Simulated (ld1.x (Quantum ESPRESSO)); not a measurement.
# Pt (Z = 78), PAW: configuration errors across variants

platinum (Pt), PAW, made with ld1.x (Quantum ESPRESSO) 7.5 (PBE, scalar-relativistic). Core [Xe] 4f14, reference 5d9 6s0 6p0 (charge +1). Waves: 6s (bound, empty): rcut 1.55, rcutus 1.80 bohr; 6s channel at 1.7 Ry: rcut 1.55, rcutus 1.80 bohr; 6p (bound, empty): rcut 3.25, rcutus 3.70 bohr; 6p channel at 4.65 Ry: rcut 3.25, rcutus 3.70 bohr; 5d (bound): rcut 1.55, rcutus 1.75 bohr; 5d channel at -0.5 Ry: rcut 1.55, rcutus 1.75 bohr. Local part: all-electron potential smoothed inside 3.40 bohr (lloc = -1). Core correction: Bessel-smoothed model core inside 1.45 bohr. Augmentation charge: PSQ, inside the norm-conserving radii.

All-electron excitation energies from the reference (eV): (1) 5d8 6s0 6p0 19.966; (2) 5d7 6s0 6p0 52.182; (3) 5d10 6s0 6p0 -9.212.

The overlap operator is not positive definite (basis up to 400 Ry) in “base”, “all radii but the core radius scaled by about 0.79 (s 1.42, p 2.90, d 1.38 bohr, rcut 1.22/2.54/1.22); local potential all-electron potential smoothed inside 2.66 bohr (lloc = -1)”, “all radii but the core radius scaled by about 1.07 (s 1.92, p 3.96, d 1.88 bohr, rcut 1.66/3.48/1.66); local potential all-electron potential smoothed inside 3.64 bohr (lloc = -1)”. Such files are unfit for use, however small their errors in these radial tests.

Tests that are not counted but printed errors over 1 eV. “base”: 5d9 6s1 6p0 (solver errors, printed error -722 eV). “all radii but the core radius scaled by about 0.79 (s 1.42, p 2.90, d 1.38 bohr, rcut 1.22/2.54/1.22); local potential all-electron potential smoothed inside 2.66 bohr (lloc = -1)”: 5d9 6s1 6p0 (solver errors, printed error -3.5 eV).

1 further variants failed, have other tests or too few solved ones, and are left out.

A true bound ghost makes a file unfit for plane-wave use even where its test errors are small: the radial tests pick states by their node count and pass the ghost by.

Errors AE − PS in meV (a dash: test not solved or not reliable):

```tsv
change	(1)	(2)	(3)	bound ghosts
base	-43	-252	-12	not determined (overlap not positive)
all radii but the core radius scaled by about 0.79 (s 1.42, p 2.90, d 1.38 bohr, rcut 1.22/2.54/1.22); local potential all-electron potential smoothed inside 2.66 bohr (lloc = -1)	-40	-231	-11	not determined (overlap not positive)
all radii but the core radius scaled by about 1.07 (s 1.92, p 3.96, d 1.88 bohr, rcut 1.66/3.48/1.66); local potential all-electron potential smoothed inside 3.64 bohr (lloc = -1)	–	–	–	not determined (overlap not positive)
all radii but the core radius scaled by about 1.19 (s 2.14, p 4.38, d 2.08 bohr, rcut 1.84/3.84/1.84); local potential all-electron potential smoothed inside 4.02 bohr (lloc = -1)	-46	-311	-3.2	p
all radii but the core radius scaled by about 1.35 (s 2.44, p 5.00, d 2.36 bohr, rcut 2.10/4.40/2.10); local potential all-electron potential smoothed inside 4.60 bohr (lloc = -1)	-120	-635	-39	p
```

Problem. Give the same row for: all radii but the core radius scaled by about 0.86 (s 1.54, p 3.16, d 1.50 bohr, rcut 1.32/2.78/1.32); local potential all-electron potential smoothed inside 2.90 bohr (lloc = -1).

Solution. –, –, –; bound ghosts: s.
